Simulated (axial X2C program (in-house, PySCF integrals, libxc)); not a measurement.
# Spin–orbit effects along a row: molecules with Sn, PBE0

Computed with an in-house relativistic program for diatomic molecules, spin-free (one-electron X2C) or two-component (2c: spin–orbit coupling with atomic mean-field Coulomb and Gaunt terms, which also bring small scalar terms), in Dyall basis sets with cores contracted in-house; open shells are unrestricted.

Basis sets: I dyall-cv3z, In dyall-cv3z, Nb dyall-cv3z, Sn dyall-cv3z, Sr dyall-cv3z, Tc dyall-cv3z, Te dyall-cv3z, Zr dyall-cv3z.

```csv
molecule,spin-free state,Re (Å),ωe (cm⁻¹),De (eV),2c state,Re 2c (Å),ωe 2c (cm⁻¹),De 2c (eV)
SrSn,"M_S = 1, Λ = 0",3.154,135.7,1.41,Ω = 1,3.156,135.0,n/a
ZrSn,"M_S = 2, Λ = 2",2.772,211.6,2.36,Ω = 4,2.772,210.2,n/a
NbSn,"M_S = 5/2, Λ = 0",2.695,220.7,2.07,Ω = 5/2,2.697,218.7,n/a
TcSn,"M_S = 3/2, Λ = 0",2.534,219.4,2.74,Ω = 3/2,2.534,218.9,n/a
InSn,"M_S = 3/2, Λ = 0",2.837,146.8,2.05,Ω = 3/2,2.841,145.8,n/a
SnTe,"M_S = 0, Λ = 0",2.521,267.2,4.02,Ω = 0,2.525,264.1,n/a
SnI,"M_S = 1/2, Λ = 1",2.718,195.9,3.05,Ω = 1/2,2.722,194.0,n/a
```

Task: Work out the shifts from the spin-free to the two-component result.

Result: 

```csv
molecule,2c state,ΔRe (Å),Δωe (cm⁻¹),ΔDe (eV)
SrSn,Ω = 1,0.002,-0.7,n/a
ZrSn,Ω = 4,0.000,-1.4,n/a
NbSn,Ω = 5/2,0.002,-2.0,n/a
TcSn,Ω = 3/2,0.000,-0.5,n/a
InSn,Ω = 3/2,0.004,-1.0,n/a
SnTe,Ω = 0,0.004,-3.1,n/a
SnI,Ω = 1/2,0.004,-1.9,n/a
```

Shifts of one unit in the last digit are rounding.

Each entry is the lowest single determinant of a limited PBE0 search at one distance. De goes to single-determinant-based atoms at the same level (for ions the charge split of lowest energy) and is withheld (n/a) where an atom does not fit its ground term or J level. Main or longest-lived isotopes. One determinant is a doubtful description, or other states lie close, for SrSn, ZrSn, NbSn, TcSn, InSn; these need not be ground states, and all values refer to the states named. Some open-shell Ω = 0 determinants are out of reach, so the Ω given for SrSn, ZrSn need not be the lowest component. With several unpaired electrons the Ω given is that of one determinant, not necessarily of the lowest component. The functionals have no current term, which raises determinants with orbital currents.
